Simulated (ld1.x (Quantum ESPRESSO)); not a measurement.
Varying the ultrasoft potential for Si

Base potential:

* Element: silicon
* Generator: ld1.x (Quantum ESPRESSO) 7.5
* Type: ultrasoft
* Functional: PBE
* Relativity: scalar-relativistic
* Frozen core: [Ne]
* Valence charge: 4
* Reference configuration: 3s2 3p1 (charge +1)
* Partial waves: 3s (bound): rcut 1.35, rcutus 1.85 bohr; 3s channel at -0.6 Ry: rcut 1.35, rcutus 1.85 bohr; 3p (bound): rcut 1.80, rcutus 2.10 bohr; 3p channel at -0.45 Ry: rcut 1.80, rcutus 2.10 bohr
* Local potential: all-electron potential smoothed inside 2.00 bohr (lloc = -1)
* Core correction: Bessel-smoothed model core inside 1.30 bohr
* Augmentation charge: built from norm-conserving waves at rcut, not smoothed further

All-electron outer shells of the reference configuration (PBE, scalar-relativistic, ld1.x):

```json
{"shell": "3s", "level (eV)": "-19.03", "outermost node (bohr)": "0.72", "outermost maximum (bohr)": "1.75"}
{"shell": "3p", "level (eV)": "-11.66", "outermost node (bohr)": "0.71", "outermost maximum (bohr)": "2.04"}
```

Cutoffs, loose and tight: the cutoffs (Ry, on a coarse ladder) from which the occupation-weighted sum of valence levels, in a spherical-Bessel basis at the reference potential, stays within 10 and 1 mRy of its value at 400 Ry. They do not see the model core or the augmentation charge, which bear on the density cutoff. Test errors are all-electron minus pseudo excitation energies from the reference, over the configurations 3s2 3p2; 3s2 3p0; 3s1 3p0; 3s2 3p1.5; 3s1 3p3; 3s0 3p4; 3s2 3p2.3. A dash means not determined; rows that change the core or the reference have their own tests.

```csv
change,outcome,"cutoff, loose","cutoff, tight",bound ghosts,largest test error (meV)
base,generated,8 Ry,15 Ry,none,+31
core correction Bessel-smoothed model core inside 2.28 bohr,generated,8 Ry,15 Ry,none,+29
"waves 3s (bound): rcut 1.35, rcutus 2.20 bohr; 3s channel at -0.6 Ry: rcut 1.35, rcutus 2.20 bohr",generated,8 Ry,15 Ry,none,+34
reference 3s1.5 3p2.5,generated,10 Ry,15 Ry,none,+47
"waves 3p (bound): rcut 1.74, rcutus 1.84 bohr; 3p channel at -0.45 Ry: rcut 1.74, rcutus 1.84 bohr",generated,8 Ry,12 Ry,none,+30
local potential all-electron potential smoothed inside 1.58 bohr (lloc = -1),generated,8 Ry,15 Ry,none,+31
type TM; waves now 3s (bound): rc 1.85 bohr; 3p (bound): rc 2.10 bohr; local potential all-electron potential smoothed inside 1.40 bohr (lloc = -2),generated,15 Ry,35 Ry,none,+57
local potential all-electron potential smoothed inside 1.40 bohr (lloc = -1),generated,8 Ry,15 Ry,none,+31
"wave 3p channel at -0.45 Ry: rcut 1.80, rcutus 2.10 bohr becomes 3p channel at 0.14 Ry: rcut 1.80, rcutus 2.10 bohr",generated,8 Ry,15 Ry,none,+31
```

Question: What comes out with this change to the base: all radii but the core radius scaled by about 1.15 (s 2.12, p 2.42 bohr, rcut 1.56/2.06); local potential all-electron potential smoothed inside 2.30 bohr (lloc = -1)?

Answer: outcome: generated; cutoff, loose: 8 Ry; cutoff, tight: 12 Ry; bound ghosts: none; largest test error (meV): +37.

Question: What comes out with this change to the base: functional LDA (PZ)?

Answer: outcome: generated; cutoff, loose: 8 Ry; cutoff, tight: 15 Ry; bound ghosts: none; largest test error (meV): +20.
